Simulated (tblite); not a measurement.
All values are computed: GFN2-xTB (tblite) harmonic vibrations without scaling, gas phase. Errors from tens to a few hundred cm⁻¹ against measured bands are possible. Modes of hydrogen on phosphorus and silicon can be 10 to 20 % off. One conformer each. Thermal functions are those of the rigid rotor and harmonic oscillator, without mixing of conformers.

Problem. Order these by their ideal-gas entropy at 298.15 K and 1 bar, highest first (cal/(mol K)).
A. `F[C@@H]1CSC[SiH2]SC1`
B. `CCN([SiH3])[Si@](C)(N)P`
C. `c1pc(Cl)cpc1`
D. `[C@@H]([SiH3])(N(C)C)[Si@@H](N)P`
E. `C[C@@H](Cl)C[SiH2]F`
F. `CN(C)[SiH2]N(C)[SiH2]P`
G. `N(/[SiH3])=C(\C#N)CO`

Solution. B (121.4), D (119.8), F (116.3), A (97.2), G (95.3), E (91.7), C (84.3).

```json
{"SMILES": "CCN([SiH3])[Si@](C)(N)P", "atoms": "23", "mass (u)": "166.05", "symmetry number": "1", "modes under 300 cm⁻¹": "14", "ZPE (kcal/mol)": "110.5", "S translation (cal/(mol K))": "41.3", "S rotation": "30.2", "S vibration": "49.9", "S": "121.4", "Cp": "53.7"}
{"SMILES": "CN(C)[C@@H]([SiH3])[Si@@H](N)P", "atoms": "23", "mass (u)": "166.05", "symmetry number": "1", "modes under 300 cm⁻¹": "13", "ZPE (kcal/mol)": "108.9", "S translation (cal/(mol K))": "41.3", "S rotation": "30.5", "S vibration": "48.0", "S": "119.8", "Cp": "53.4"}
{"SMILES": "CN(C)[SiH2]N(C)[SiH2]P", "atoms": "23", "mass (u)": "166.05", "symmetry number": "1", "modes under 300 cm⁻¹": "13", "ZPE (kcal/mol)": "109.9", "S translation (cal/(mol K))": "41.3", "S rotation": "30.1", "S vibration": "45.0", "S": "116.3", "Cp": "51.3"}
{"SMILES": "F[C@@H]1CSC[SiH2]SC1", "atoms": "17", "mass (u)": "167.99", "symmetry number": "1", "modes under 300 cm⁻¹": "7", "ZPE (kcal/mol)": "76.0", "S translation (cal/(mol K))": "41.3", "S rotation": "29.9", "S vibration": "25.9", "S": "97.2", "Cp": "38.7"}
{"SMILES": "N#C/C(CO)=N/[SiH3]", "atoms": "13", "mass (u)": "114.02", "symmetry number": "1", "modes under 300 cm⁻¹": "6", "ZPE (kcal/mol)": "52.6", "S translation (cal/(mol K))": "40.1", "S rotation": "28.5", "S vibration": "26.7", "S": "95.3", "Cp": "33.2"}
{"SMILES": "C[C@@H](Cl)C[SiH2]F", "atoms": "14", "mass (u)": "126.01", "symmetry number": "1", "modes under 300 cm⁻¹": "6", "ZPE (kcal/mol)": "64.2", "S translation (cal/(mol K))": "40.4", "S rotation": "28.6", "S vibration": "22.7", "S": "91.7", "Cp": "31.5"}
{"SMILES": "Clc1cpccp1", "atoms": "10", "mass (u)": "147.94", "symmetry number": "1", "modes under 300 cm⁻¹": "4", "ZPE (kcal/mol)": "35.4", "S translation (cal/(mol K))": "40.9", "S rotation": "29.2", "S vibration": "14.2", "S": "84.3", "Cp": "26.6"}
```

Entropies and Cp are for 298.15 K and 1 bar.
